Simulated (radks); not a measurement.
The numbers below are computed, except where a source is named.
Spherical quantum dot in the effective-mass picture: electrons in a parabolic well V = omega^2 r^2 / 2 with omega = 0.156, with a point charge +1 (a donor) at the centre, all in effective atomic units (hartree* = m*/eps^2 hartree, bohr* = eps/m* bohr), one dielectric constant everywhere. Level of theory: non-relativistic Kohn-Sham, LDA (Slater exchange, Perdew-Wang correlation), spin-polarised, spherical densities (a radial shooting solver with Libxc functionals). Levels are named by radial order and angular momentum (1s, 1p, 1d, 2s, ...), and open shells are averaged over m.

N = 26, configuration 1s2 1p6 1d10 2s2 1f(up 6, down 0). This is the lowest configuration that the search found. Occupied and some empty levels:

level    occupation  eigenvalue (hartree*)  <r> (bohr*)
1s up             1                 3.4711        2.864
1s down           1                 3.4714        2.668
2s up             1                 3.5534        6.763
1p up             3                 3.5538        7.238
2s down           1                 3.5666        6.812
1p down           3                 3.5674        7.065
1d up             5                 3.5973        7.944
1d down           5                 3.6131        7.880
1f up             6                 3.6493        8.450
1f down           0                 3.6660        8.440
2p up             0                 3.6843        6.712
2p down           0                 3.6922        6.776
1g up             0                 3.7093        8.866
1g down           0                 3.7261        8.887
2d up             0                 3.7591        7.545
2d down           0                 3.7681        7.545

Energy (hartree*): total 53.7247, kinetic 2.9209, external 14.172, Hartree 40.950, exchange-correlation -4.3185.

Electron density:

r (bohr*)  n(r) (e/bohr*^3)
0.310                0.2090
1.09                0.05147
1.87                0.01585
2.65               0.006485
3.43               0.004269
4.21               0.004410
4.99               0.005352
5.77               0.006387
6.54               0.007064
7.32               0.007058
8.10               0.006212
8.88               0.004675
9.66               0.002916
10.4               0.001470
11.2              0.0005866
12.0              0.0001841
12.8             0.00004539
13.6              8.806e-06
14.3              1.357e-06
15.1              1.651e-07
